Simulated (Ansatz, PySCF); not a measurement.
methyltin tribromide (CH₃Br₃Sn), SMILES [CH3][Sn]([Br])([Br])[Br]. Atoms are numbered in the order given.

```xyz
8

C      0.0000     0.0000     2.6462
Sn     0.0000     0.0000     0.4949
Br     0.1459    -2.3318    -0.4079
Br    -2.0924     1.0394    -0.4077
Br     1.9464     1.2923    -0.4077
H      0.9359    -0.4620     2.9870
H     -0.0678     1.0416     2.9870
H     -0.8681    -0.5794     2.9870
```
Charge 0, spin multiplicity 1.

The structure is a stationary point at B3LYP-D3(BJ)/def2-SVP. The def2 effective core potentials stand for the cores of Sn; spin–orbit coupling is left out.

Two levels are set side by side: PBE-D3(BJ)/def2-SVP (Ansatz, an electronic-structure program) and B3LYP-D3(BJ)/def2-SVP (Ansatz). Each level has its own optimised geometry; the coordinates shown are those of the second. Frequencies come from the Hessian of PySCF at each geometry. Differences are taken from unrounded values.

```json
[
 {"quantity": "mean bond length (Å)", "B3LYP-D3(BJ)": "1.851", "PBE-D3(BJ)": "1.857", "PBE-D3(BJ) minus B3LYP-D3(BJ)": "0.006"},
 {"quantity": "bond C1–Sn2 (Å)", "B3LYP-D3(BJ)": "2.151", "PBE-D3(BJ)": "2.156", "PBE-D3(BJ) minus B3LYP-D3(BJ)": "0.004"},
 {"quantity": "bond Sn2–Br3 (Å)", "B3LYP-D3(BJ)": "2.505", "PBE-D3(BJ)": "2.509", "PBE-D3(BJ) minus B3LYP-D3(BJ)": "0.004"},
 {"quantity": "bond Sn2–Br4 (Å)", "B3LYP-D3(BJ)": "2.505", "PBE-D3(BJ)": "2.509", "PBE-D3(BJ) minus B3LYP-D3(BJ)": "0.004"},
 {"quantity": "bond Sn2–Br5 (Å)", "B3LYP-D3(BJ)": "2.505", "PBE-D3(BJ)": "2.509", "PBE-D3(BJ) minus B3LYP-D3(BJ)": "0.004"},
 {"quantity": "bond C1–H6 (Å)", "B3LYP-D3(BJ)": "1.098", "PBE-D3(BJ)": "1.105", "PBE-D3(BJ) minus B3LYP-D3(BJ)": "0.007"},
 {"quantity": "bond C1–H7 (Å)", "B3LYP-D3(BJ)": "1.098", "PBE-D3(BJ)": "1.105", "PBE-D3(BJ) minus B3LYP-D3(BJ)": "0.007"},
 {"quantity": "bond C1–H8 (Å)", "B3LYP-D3(BJ)": "1.098", "PBE-D3(BJ)": "1.105", "PBE-D3(BJ) minus B3LYP-D3(BJ)": "0.007"},
 {"quantity": "highest harmonic wavenumber (cm⁻¹)", "B3LYP-D3(BJ)": "3184", "PBE-D3(BJ)": "3133", "PBE-D3(BJ) minus B3LYP-D3(BJ)": "-51"},
 {"quantity": "mean harmonic wavenumber (cm⁻¹)", "B3LYP-D3(BJ)": "932", "PBE-D3(BJ)": "908", "PBE-D3(BJ) minus B3LYP-D3(BJ)": "-24"},
 {"quantity": "zero-point energy (kcal/mol)", "B3LYP-D3(BJ)": "23.98", "PBE-D3(BJ)": "23.36", "PBE-D3(BJ) minus B3LYP-D3(BJ)": "-0.62"}
]
```

GGA bonds tend to be longer and softer than those of functionals with exact exchange. Differences between two approximate levels are no errors against the true value.
